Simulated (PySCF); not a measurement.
Electron correlation in Er⁶⁰⁺ (erbium, charge +60)

[He] 2s2 2p4, high-spin 3P determinant. Calculation: PySCF 2.14, in an even-tempered Gaussian basis (15 s from 35 bohr⁻², ratio 2.5; 9 p from 46 bohr⁻², ratio 2.5; 5 d from 180 bohr⁻², ratio 2.7; 4 f from 280 bohr⁻², ratio 2.7); the non-relativistic Hamiltonian (point nucleus). Frozen: nothing; 8 electrons correlated; the 10 highest virtual orbitals of each spin left out.

MP2 pair energies summed by pair of shells (mhartree):

```json
{"pair": "2s-2p", "energy": "-88.46", "share (%)": "33.6"}
{"pair": "2p-2p", "energy": "-82.86", "share (%)": "31.4"}
{"pair": "1s-1s", "energy": "-36.46", "share (%)": "13.8"}
{"pair": "1s-2p", "energy": "-33.02", "share (%)": "12.5"}
{"pair": "2s-2s", "energy": "-12.78", "share (%)": "4.9"}
{"pair": "1s-2s", "energy": "-9.94", "share (%)": "3.8"}
```

Total MP2 correlation energy: -263.53 mhartree.

At this charge a non-relativistic calculation is a model, useful for the Z dependence of the correlation energy.

Spin-orbit coupling is strong in this species, so the high-spin LS determinant is a model state.
